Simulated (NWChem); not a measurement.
## Relativistic effects in ClTl

```
Tl
Cl 1 2.5195
```
Charge 0, spin multiplicity 1.

Program: NWChem. The geometry was optimised at PBE0/def2-SVP with def2 effective core potentials on Tl, a minimum by its harmonic frequencies.

Functional PBE0, all-electron basis x2c-SVPall-2c, contracted for the X2C Hamiltonian and used here with ZORA. The ion keeps the geometry and has multiplicity 2 in the scalar run; the spin-orbit run starts from the same electron counts.

The cost column gives rough processor time relative to scalar ZORA; each entry includes its own SCF.

The structure started from a generated list of species. No SCF solution was tested for a lower state.

| Hamiltonian | ΔSCF ionisation energy (eV) | HOMO (eV) | LUMO (eV) | gap (eV) | relative cost |
|---|---|---|---|---|---|
| scalar ZORA | 9.63 | -7.30 | -1.68 | 5.62 | 1 |
| spin-orbit ZORA | 9.71 | -7.38 | -2.15 | 5.23 | under 3 |

From scalar ZORA to spin-orbit ZORA the ionisation energy increases by 0.07 eV.
